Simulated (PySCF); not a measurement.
## C₆ coefficients of unlike pairs at PBE0

Calculated with PySCF 2.14 from the dipole response of each species, C₆(A,B) = (3/π) ∫ α_A(iu) α_B(iu) du, in atomic units, from isotropic polarisabilities. For ions this is the dispersion term alone; charge-induced terms of lower order in 1/R come first.

| species | configuration | basis | relativity | α (bohr³) | C₆ (like pair) |
| --- | --- | --- | --- | --- | --- |
| Ar²⁺ | [Ne] 3s2 3p4 (3P) | aug-cc-pV(T+d)Z (6s5p4d2f) | none | 4.798 | 16.83 |
| Be | [He] 2s2 (1S) | aug-cc-pVTZ (5s4p3d2f) | none | 43.07 | 260.2 |
| Tl | [Xe] 4f14 5d10 6s2 6p1 (2P) | aug-cc-pVQZ-PP with ECP60MDF (7s7p5d3f2g) | core potential | 78.92 | 822.9 |
| Sn²⁺ | [Kr] 4d10 5s2 (1S) | aug-cc-pVTZ-PP with one added diffuse shell each of d, f type with ECP28MDF (6s5p5d3f) | core potential | 15.33 | 79.99 |

(1) Estimate C₆ for Sn²⁺ with Tl.

No spin-orbit coupling is included.

The other pairs:

```tsv
pair	C₆
Sn²⁺, Ar²⁺	34.91
Tl, Be	456.7
Tl, Ar²⁺	97.49
Be, Ar²⁺	49.16
Sn²⁺, Be	130.3
```

Answers

(1) The integral gives 242.8. The combination rule 2 C_A C_B / (C_A α_B/α_A + C_B α_A/α_B) gives 230.3 and the geometric mean 256.6.
